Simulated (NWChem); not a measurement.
System: SiN₂H₄Cl₂; SMILES N[Si](N)(Cl)Cl

The following NWChem deck was run.

```
start job
memory heap 200 mb stack 900 mb global 1100 mb
geometry units angstroms noautosym nocenter noautoz
  N      0.276619    -1.357973    -1.354515
  Si     0.000000     0.000000    -0.360513
  N     -0.276619     1.357973    -1.354515
  Cl     1.660266     0.079074     0.896022
  Cl    -1.660266    -0.079074     0.896022
  H     -0.413020    -1.603742    -2.055406
  H      0.758086    -2.170305    -0.989371
  H      0.413020     1.603742    -2.055406
  H     -0.758086     2.170305    -0.989371
end
basis spherical
  N library def2-svp
  Si library def2-svp
  Cl library def2-svp
  H library def2-svp
end
dft
  xc b3lyp
  iterations 150
end
cosmo
  do_cosmo_smd true
  solvent acetone
end
task dft energy
```

Excerpt of the output:

```
             Northwest Computational Chemistry Package (NWChem) 7.3.0
             --------------------------------------------------------

                             Geometry "geometry" -> ""
                             -------------------------

 Output coordinates in angstroms (scale by  1.889725989 to convert to a.u.)

  No.       Tag          Charge          X              Y              Z
 ---- ---------------- ---------- -------------- -------------- --------------
    1 N                    7.0000     0.27661900    -1.35797300    -1.35451500
    2 Si                  14.0000     0.00000000     0.00000000    -0.36051300
    3 N                    7.0000    -0.27661900     1.35797300    -1.35451500
    4 Cl                  17.0000     1.66026600     0.07907400     0.89602200
    5 Cl                  17.0000    -1.66026600    -0.07907400     0.89602200
    6 H                    1.0000    -0.41302000    -1.60374200    -2.05540600
    7 H                    1.0000     0.75808600    -2.17030500    -0.98937100
    8 H                    1.0000     0.41302000     1.60374200    -2.05540600
    9 H                    1.0000    -0.75808600     2.17030500    -0.98937100

 Effective nuclear repulsion energy (a.u.)     370.9010149202

                                 NWChem DFT Module
                                 -----------------

 Summary of "ao basis" -> "ao basis" (spherical)
 ------------------------------------------------------------------------------
       Tag                 Description            Shells   Functions and Types
 ---------------- ------------------------------  ------  ---------------------
 N                          def2-svp                 6       14   3s2p1d
 Si                         def2-svp                 8       18   4s3p1d
 Cl                         def2-svp                 8       18   4s3p1d
 H                          def2-svp                 3        5   2s1p

 in cosmo_initialize ...
 calling solv_data for solv:acetone

 solvent parameters
 solvname_short: acetone
 solvname_long:  acetone
 dielec:       20.4930
 dielecinf:     1.8463
 nonaqueous SMD model solvent descriptors
 dielec:       20.4930
 sola:          0.0400
 solb:          0.4900
 solc:          0.0000
 solg:         33.7700
 solh:          0.0000
 soln:          1.3588

          ---------------
          -cosmo- solvent
          ---------------
 Cosmo: York-Karplus, doi: 10.1021/jp992097l
 dielectric constant -eps-     =  20.49
 screen = (eps-1)/(eps    )    =   0.95120
 surface charge correction     = lagrangian

   van der Waals surface
 --------------------------

 ---------- ATOMIC COORDINATES (A.U.) ------------ VDWR(ANG.) --
     1    0.52273411   -2.56619687   -2.55966220     1.890
     2    0.00000000    0.00000000   -0.68127079     2.470
     3   -0.52273411    2.56619687   -2.55966220     1.890
     4    3.13744781    0.14942819    1.69323606     2.380
     5   -3.13744781   -0.14942819    1.69323606     2.380
     6   -0.78049463   -3.03063294   -3.88415414     1.200
     7    1.43257482   -4.10128176   -1.86964009     1.200
     8    0.78049463    3.03063294   -3.88415414     1.200
     9   -1.43257482    4.10128176   -1.86964009     1.200
 number of segments per atom =        128
 number of   points per atom =        128
 atom (   nspa,  nppa )
 ----------------------
    1 (     55,     0 )       0
    2 (     26,     0 )       0
    3 (     55,     0 )       0
    4 (     91,     0 )       0
    5 (     91,     0 )       0
    6 (     43,     0 )       0
    7 (     47,     0 )       0
    8 (     43,     0 )       0
    9 (     47,     0 )       0
 number of -cosmo- surface points =      498
 molecular surface =    159.717 angstrom**2
 molecular volume  =    151.562 angstrom**3
 -lineq- algorithm             =   0
 -bem- low  level              =   3
 -bem- from -octahedral-
 gaussian surface charge width =   4.50000
 degree of switching           =   1.00000
 switching function tolerance  =   0.00010
 atomic radii =
 --------------
    1  7.000  1.890
    2 14.000  2.470
    3  7.000  1.890
    4 17.000  2.380
    5 17.000  2.380
    6  1.000  1.200
    7  1.000  1.200
    8  1.000  1.200
    9  1.000  1.200
 ...... end of -cosmo- initialization ......

[...]

                                COSMO-SMD solvation results
                                ---------------------------

             internal energy in gas <Psi(g)|H|Psi(g)> =     -1321.554687205042
         internal energy in solvent <Psi(s)|H|Psi(s)> =     -1321.553539779174
                               delta internal energy  =         0.001147425868 (    0.72 kcal/mol)
   total free energy in solvent <Psi(s)|H+V/2|Psi(s)> =     -1321.566021936299
 polarization energy contribution <Psi(s)|V/2|Psi(s)> =        -0.012482157124 (   -7.83 kcal/mol)
    total free energy in solvent including G(SMD-CDS) =     -1321.566318328889
                       G(SMD-CDS) energy contribution =        -0.000296392590 (   -0.19 kcal/mol)
     1 M fixed-concentration free energy of solvation =        -0.011631123846 (   -7.30 kcal/mol)

                       DFT Final Molecular Orbital Analysis
                       ------------------------------------

 Vector   31  Occ=2.000000D+00  E=-3.085393D-01
              MO Center=  4.3D-08, -1.1D-09,  7.4D-01, r^2= 4.1D+00
   Bfn.  Coefficient  Atom+Function         Bfn.  Coefficient  Atom+Function
  ----- ------------  ---------------      ----- ------------  ---------------
    57      0.361484  4 Cl px                75      0.361484  5 Cl px
    54      0.265325  4 Cl px                72      0.265325  5 Cl px
    59     -0.256019  4 Cl pz                77      0.256019  5 Cl pz
    56     -0.197125  4 Cl pz                74      0.197125  5 Cl pz
    51      0.154074  4 Cl px                69      0.154074  5 Cl px

 Vector   32  Occ=2.000000D+00  E=-2.689184D-01
              MO Center= -3.0D-08,  2.4D-07, -1.2D+00, r^2= 3.2D+00
   Bfn.  Coefficient  Atom+Function         Bfn.  Coefficient  Atom+Function
  ----- ------------  ---------------      ----- ------------  ---------------
     4      0.295191  1 N  px                36     -0.295191  3 N  px
     7     -0.250356  1 N  px                39      0.250356  3 N  px
     6     -0.233444  1 N  pz                38     -0.233444  3 N  pz
     9      0.194405  1 N  pz                41      0.194405  3 N  pz
    58     -0.110780  4 Cl py                76      0.110780  5 Cl py

 Vector   33  Occ=2.000000D+00  E=-2.679619D-01
              MO Center=  2.8D-08, -2.4D-07, -9.0D-01, r^2= 3.8D+00
   Bfn.  Coefficient  Atom+Function         Bfn.  Coefficient  Atom+Function
  ----- ------------  ---------------      ----- ------------  ---------------
     4      0.247644  1 N  px                36      0.247644  3 N  px
     6     -0.220988  1 N  pz                38      0.220988  3 N  pz
    59     -0.198208  4 Cl pz                77      0.198208  5 Cl pz
     7     -0.195853  1 N  px                39     -0.195853  3 N  px
     9      0.185902  1 N  pz                41     -0.185902  3 N  pz

 Vector   34  Occ=0.000000D+00  E= 4.129382D-02
              MO Center=  3.3D-09,  3.5D-10, -3.1D-01, r^2= 5.4D+00
   Bfn.  Coefficient  Atom+Function         Bfn.  Coefficient  Atom+Function
  ----- ------------  ---------------      ----- ------------  ---------------
    18      0.766862  2 Si s                  3     -0.639749  1 N  s
    35     -0.639749  3 N  s                 17      0.583071  2 Si s
    84      0.421388  6 H  s                 94      0.421388  8 H  s
    57      0.389916  4 Cl px                75     -0.389916  5 Cl px
    27      0.317239  2 Si pz                16      0.303617  2 Si s

 Vector   35  Occ=0.000000D+00  E= 6.931107D-02
              MO Center= -4.5D-10, -2.8D-08, -7.5D-01, r^2= 5.9D+00
   Bfn.  Coefficient  Atom+Function         Bfn.  Coefficient  Atom+Function
  ----- ------------  ---------------      ----- ------------  ---------------
     3      0.858921  1 N  s                 35      0.858921  3 N  s
    27      0.720185  2 Si pz                17      0.614365  2 Si s
    89     -0.551981  7 H  s                 99     -0.551981  9 H  s
    18     -0.379867  2 Si s                 24      0.329365  2 Si pz
    84     -0.313382  6 H  s                 94     -0.313382  8 H  s

 Vector   36  Occ=0.000000D+00  E= 8.034060D-02
              MO Center= -9.4D-09,  3.2D-08, -9.2D-01, r^2= 6.7D+00
   Bfn.  Coefficient  Atom+Function         Bfn.  Coefficient  Atom+Function
  ----- ------------  ---------------      ----- ------------  ---------------
     3      1.010001  1 N  s                 35     -1.010001  3 N  s
    26      0.741501  2 Si py                84     -0.586493  6 H  s
    94      0.586493  8 H  s                 89     -0.460831  7 H  s
    99      0.460831  9 H  s                 58     -0.209790  4 Cl py
    76     -0.209790  5 Cl py                23      0.199366  2 Si py

     Multipole analysis of the density
     ---------------------------------

     L   x y z        total         alpha         beta         nuclear
     -   - - -        -----         -----         ----         -------
     0   0 0 0     -0.000000    -33.000000    -33.000000     66.000000

     1   1 0 0     -0.000000     -0.000000     -0.000000      0.000000
     1   0 1 0     -0.000000     -0.000000     -0.000000      0.000000
     1   0 0 1     -1.189312     -0.939344     -0.939344      0.689376

     2   2 0 0    -40.266862   -192.048469   -192.048469    343.830076
     2   1 1 0     -0.509708      4.675223      4.675223     -9.860154
     2   1 0 1     -0.000000     -0.000000     -0.000000      0.000000
     2   0 2 0    -30.246344    -87.605574    -87.605574    144.964804
     2   0 1 1     -0.000000     -0.000000     -0.000000     -0.000000
     2   0 0 2    -36.113743   -134.490904   -134.490904    232.868065
```

Level: B3LYP/def2-SVP, SMD on the gas-phase geometry. Geometry: optimised at B3LYP/6-31G* (spherical d). Solvent: acetone.
